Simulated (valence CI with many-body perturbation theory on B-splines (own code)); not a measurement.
Valence orbitals of Au XLIX

Method: configuration interaction combined with many-body perturbation theory (CI+MBPT): three valence electrons over a frozen Dirac-Fock core [Ar] 3d10, a basis of 11 s, 11 p, 10 d, 8 f, 5 g, 2 h functions for each j, with the one-electron correlation potential Σ1, the two-electron term Σ2, the three-electron term Σ3, Breit, model QED; selected CI, second order for the rest, scaled by the run's own slope (own B-spline code, finite nucleus).

The last digits are not significant, and no measured levels were compared; by estimate large intervals hold to a few tenths of a per cent, small ones and those within an open d or f shell to about a per cent.

These are the spectroscopic orbitals of the CI (the correlating ones are not listed), shaped by the core and the other valence electrons. h is the expectation value of the core's Dirac-Fock operator, without the valence repulsion; Σ1 is computed up to l = 3 at one energy for each symmetry, that of its lowest orbital but kept below the first core excitation, so for empty shells it is not the orbital's own correlation shift; Breit and QED include the response of the core.

```tsv
Orbital	h (hartree)	Σ1 (cm⁻¹)	Breit (cm⁻¹)	QED (cm⁻¹)	⟨r⟩ (bohr)
4s1/2	-108.12	-15259	19231	14620	0.3597
5s1/2	-64.951	-5635	8691	6775	0.5992
6s1/2	-43.348	-2759	4566	3640	0.9016
7s1/2	-30.984	-1581	2726	2187	1.264
8s1/2	-23.247	-996	1759	1417	1.688
9s1/2	-18.084	-670	1201	970	2.173
4p1/2	-104.05	-16376	30158	915	0.3553
5p1/2	-62.962	-6090	13740	434	0.6009
6p1/2	-42.242	-3033	7355	240	0.9074
7p1/2	-30.307	-1752	4432	146	1.275
8p1/2	-22.803	-1110	2877	95.4	1.704
9p1/2	-17.778	-750	1973	65.7	2.193
4p3/2	-98.745	-13811	17268	2069	0.3758
5p3/2	-60.456	-5443	7975	977	0.6269
6p3/2	-40.86	-2778	4756	539	0.9390
7p3/2	-29.465	-1627	2886	329	1.312
8p3/2	-22.252	-1040	1883	215	1.746
9p3/2	-17.398	-707	1296	149	2.242
4d3/2	-92.555	-16072	13708	-657	0.3617
5d3/2	-57.491	-6184	6441	-289	0.6211
6d3/2	-39.213	-3147	3543	-155	0.9409
7d3/2	-28.456	-1844	2162	-93.0	1.322
8d3/2	-21.59	-1180	1417	-60.3	1.764
4d5/2	-91.418	-15057	8681	-41.5	0.3672
5d5/2	-56.937	-5797	3917	2.1	0.6279
6d5/2	-38.901	-2953	2159	7.2	0.9490
7d5/2	-28.263	-1732	1306	6.5	1.331
8d5/2	-21.462	-1109	851	5.2	1.774
4f5/2	-84.858	-15348	5711	-456	0.3323
5f5/2	-54.012	-5036	2458	-217	0.6024
6f5/2	-37.312	-2515	1292	-121	0.9314
7f5/2	-27.298	-1479	772	-74.9	1.321
4f7/2	-84.545	-14596	2462	-219	0.3345
5f7/2	-53.835	-4802	1090	-96.3	0.6052
6f7/2	-37.207	-2409	593	-51.9	0.9347
7f7/2	-27.231	-1421	359	-31.4	1.325
5g7/2	-52.301		276	-53.7	0.5487
6g7/2	-36.347		224	-37.1	0.8818
7g7/2	-26.701		158	-25.2	1.276
5g9/2	-52.228		1.6	0.5	0.5500
6g9/2	-36.304		3.0	-5.2	0.8833
7g9/2	-26.674		1.0	-5.0	1.278
6h9/2	-36.146				0.7914
6h11/2	-36.118				0.7924
```

Among the shells of the start configuration 4s2 4p1, Σ1 is largest in size for 4p1/2, where it is 0.072 % of h.

Lowest root of each symmetry, sizes in configuration state functions:

```tsv
J	Parity	Roots	Reference	Variational	Second order	Change by selected CI (cm⁻¹)	Change by second order (cm⁻¹)
1/2	even	13	78	9467	11108	-2441	0
3/2	even	21	129	16587	12803	-1381	0
5/2	even	23	141	20721	16110	-2114	0
7/2	even	16	114	19624	18441	-3012	-3
9/2	even	9	79	14055	20224	-3739	-3
11/2	even	2	39	7429	15826	-2339	-5
1/2	odd	15	79	10737	8019	-2489	0
3/2	odd	27	131	19558	15396	-2358	0
5/2	odd	28	139	23402	13399	-2305	0
7/2	odd	23	118	22791	15333	-2498	-1
9/2	odd	14	77	18767	15472	-1368	-1
11/2	odd	6	41	11777	15569	-4063	-3
13/2	odd	2	14	6297	13214	-3657	-3
```
